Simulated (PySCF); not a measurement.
A GIAO shielding run with PySCF 2.14 (density fitting, non-relativistic, gas phase) on SMILES O=C=C(C=O)[C@H]([SiH3])CCl, C5H7ClO2Si:

```
$ OMP_NUM_THREADS=1 python probes_run.py task.json out

{"job": {"kind": "nmr", "xc": "PBE0", "basis": "pcSseg-1"}, "charge": 0, "multiplicity": 1}
O      2.266907     0.374605     2.543851
C      1.650421     0.047378     1.626027
C      0.907145    -0.386298     0.632567
C      1.311623    -1.404297    -0.282670
O      0.575297    -1.809056    -1.164278
C     -0.431723     0.268613     0.370132
Si    -1.531318    -0.807522    -0.805106
C     -0.220512     1.626060    -0.255374
Cl     0.753672     2.692290     0.813504
H      2.319735    -1.820988    -0.159503
H     -0.955335     0.398684     1.319146
H     -2.836663    -0.149254    -0.546075
H     -1.276312    -0.554765    -2.215313
H     -1.696101    -2.153109    -0.276028
H      0.326393     1.555147    -1.194692
H     -1.170828     2.131454    -0.417598
```

Hardware: 1 thread of an Intel Xeon Platinum 8259CL, shared host. The job also computes population analyses, field gradients.

(1) How large is the calculation?

(2) How long does it take, and how much memory does it need?

## Answers

(1) 84 electrons, 202 basis functions and 1093 auxiliary functions.

(2) 49 s of wall time, with 15 SCF cycles and 5 response iterations; peak memory 0.89 GiB. Times on a shared host scatter by some tens of per cent.
